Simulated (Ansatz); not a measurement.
Program: Ansatz. Geometries: PBE0-D4/def2-TZVP. ΔE: electronic, gas phase. CCSD(T)/CBS adds triple-zeta CCSD(T) − MP2 to the extrapolated MP2 energy (def2 sets, frozen cores). Functionals use def2-TZVPP. For Ge outer-core shells are correlated without core-valence functions, which leaves a few kJ/mol of doubt a bond. Scalar relativity is left out up to krypton. One conformer a species, not always the lowest.

Reaction (ligand exchange at a Ge–O bond): `C=C(N)[O][GeH3]` + dimethylamine → `C[N](C)[GeH3]` + `C=C(N)O`

```json
{"level": "PBE-D4", "ΔE (kcal/mol)": "5.1"}
{"level": "SCS-MP2/def2-TZVPP", "ΔE (kcal/mol)": "6.4"}
```

(1) What does CCSD(T)/CBS give? (Estimate.)

Largest T1 diagnostic among the species: 0.012.

Results:

(1) Ansatz gave: +5.4 kcal/mol. The listed levels differ from it by -0.3, 1.0 kcal/mol.

In def2-TZVPP, CCSD(T) changes the Hartree–Fock value by −1.9 kcal/mol (the triples alone add −0.1 kcal/mol) and MP2 by −2.7 kcal/mol.
